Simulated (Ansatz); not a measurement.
CH3S (SMILES [CH2]S) moved off its minimum; all values from Ansatz (a program for electronic structure), cores frozen in correlated methods. Open shells are unrestricted.
(charge 0, multiplicity 2)
```xyz
5

C     -1.09197     0.45064     0.00840
S      0.49181    -0.44474     0.04561
H     -1.83777    -0.10033     0.07848
H     -1.02323     1.55436    -0.09994
H      1.37919     0.51917     0.15374
```

Question: Give the forces (eV/Å), the total energy and the dipole at CCSD(T)/cc-pV(T+d)Z.

Answer: 
```csv
atom,Fx,Fy,Fz
C1,9.111,5.307,-0.640
S2,-1.882,-0.251,-0.084
H3,-6.857,-4.664,0.569
H4,-0.469,-1.182,0.130
H5,0.096,0.790,0.026
```
Energy -437.4834 hartree, dipole 1.02 D.
